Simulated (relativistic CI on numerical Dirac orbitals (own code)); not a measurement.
Ce³⁺ (4f) in a crystal field

Calculated by Dirac-Coulomb-Breit CI, separate exchange-only KLI orbitals for each configuration, model QED, valence Slater integrals scaled by 0.8, one configuration in a parametric crystal field (own radial code).

Field parameters in Wybourne normalisation. The field is a parameter set, without covalency.

S is read from ⟨S²⟩ = S(S + 1).

Levels (cm⁻¹, degeneracy): 0 (2), 648 (2), 1155 (2), 2097 (2), 2624 (2), 3225 (2), 3290 (2).

Which field gives this pattern?
A. D4h, B20 = 1260, B40 = 1460, B44 = 630, B60 = 440, B64 = 990 cm⁻¹
B. D4h, B20 = 2140, B40 = 270, B44 = 830, B60 = -540, B64 = 840 cm⁻¹
C. D4h, B20 = 1130, B40 = 1440, B44 = -1400, B60 = 220, B64 = -140 cm⁻¹
D. D4h, B20 = -1310, B40 = 1460, B44 = -990, B60 = -570, B64 = -800 cm⁻¹

B. D4h, B20 = 2140, B40 = 270, B44 = 830, B60 = -540, B64 = 840 cm⁻¹, ground level with S = 0.50.
